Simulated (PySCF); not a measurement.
Heteronuclear NMR

Atom-mapped SMILES (the numbers label the heavy atoms): `[NH2:1][SiH:2]([NH2:3])[N:4]([SiH3:5])[SiH3:6]`; H(Xn) means a hydrogen on atom n.

Level of theory: structure optimised with GFN2-xTB, σ from GIAO-PBE0/pcSseg-1, in PySCF (gas phase, one averaged value for each set of equivalent atoms, one conformer, non-relativistic).

Problem. Predict the $^{29}$Si NMR data.

Solution. 
```csv
atoms,environment,σ (ppm),δ (ppm)
Si2,"silicon bonded to 3 N, H",379.4,-31.9
Si5/Si6,"silicon bonded to N, 3 H",402.1,-50.6
```

Shieldings were converted by a linear fit to measured shifts: $^{29}$Si: δ = 279.94 − 0.822σ (rms 8.9 ppm, 72 shifts, 25.8 ppm with the 6 outliers that the fit left out vs TMS, solution or neat liquid). A few per cent of atoms miss by over 2 rms, more outside the fitted compound classes.

On a 400 MHz spectrometer $^{29}$Si resonates near 79.5 MHz, so 1 ppm is 79.5 Hz.

Problem. What are the $^{15}$N shifts?

Solution. 
| atoms | environment | σ (ppm) | δ (ppm) |
| --- | --- | --- | --- |
| N1/N3 | nitrogen bonded to Si, 2 H | 236.5 | -366.0 |
| N4 | nitrogen bonded to 3 Si | 259.0 | -386.7 |

Shieldings were converted by a linear fit to measured shifts: $^{15}$N (scatter 6.3 ppm rms vs CH3NO2, solution or neat liquid). A few per cent of atoms miss by over 2 rms, more outside the fitted compound classes.

On a 600 MHz spectrometer $^{15}$N resonates near 60.8 MHz, so 1 ppm is 60.8 Hz.
